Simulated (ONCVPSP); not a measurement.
# Pt (Z = 78): from the effect back to the setting (ONCV)

Base potential:

```
Element                 : platinum
Generator               : ONCVPSP 4.0.1
Type                    : optimised norm-conserving Vanderbilt (ONCV)
Functional              : PW91
Relativity              : scalar-relativistic
Frozen core             : [Kr] 4d10 4f14
Valence charge          : 18
Reference configuration : 5s2 5p6 5d9 6s1
Partial waves           : 5s+6s: rc 1.75 bohr, ncon 4, nbas 7, qcut 8.6 1/bohr, 2 projectors; 5p: rc 1.90 bohr, ncon 4, nbas 9, qcut 6.1 1/bohr, 2 projectors, debl 3.9 Ha; 5d: rc 1.95 bohr, ncon 3, nbas 8, qcut 7.6 1/bohr, 1 projector
Local potential         : polynomial inside 1.55 bohr (lpopt 5, dvloc0 1 Ha)
Core correction         : polynomial model core, fcfact 0.5
```

Cutoffs, loose and tight: the cutoffs (Ha) at which the residual kinetic energy of the hardest occupied pseudo-wave falls to 1 and 0.1 mHa per electron. They do not see the model core or the augmentation charge, which bear on the density cutoff. Test errors are all-electron minus pseudo excitation energies from the reference, over the configurations 5s2 5p6 5d9 6s0; 5s2 5p6 5d8 6s0; 5s2 5p6 5d7 6s0; 5s1 5p6 5d9 6s1; variants that change the core or the reference have their own tests.

Only the scale of all radii but the core radius (base = 1) is moved (1 further runs of the sweep failed or gave no value and are left out):

| scale of all radii but the core radius (base = 1) | cutoff, loose | cutoff, tight | bound ghosts | largest test error (meV) |
| --- | --- | --- | --- | --- |
| 0.8 | 29 Ha | 62 Ha | none | -209 |
| 0.86 | 27 Ha | 31 Ha | none | -278 |
| 0.95 | 24 Ha | 28 Ha | none | -408 |
| 1 | 22 Ha | 27 Ha | none | -514 |
| 1.14 | 18 Ha | 24 Ha | none | -808 |
| 1.25 | 17 Ha | 21 Ha | none | -1094 |

Task: One more run gave cutoff, loose: 20 Ha; cutoff, tight: 25 Ha; bound ghosts: none; largest test error (meV): -683. Which value of the scale of all radii but the core radius (base = 1) was used?

Result: 1.1. The loose cutoff moves one way along this sweep, from 29 Ha at 0.8 to 17 Ha at 1.25, which places the run between 1 and 1.14.
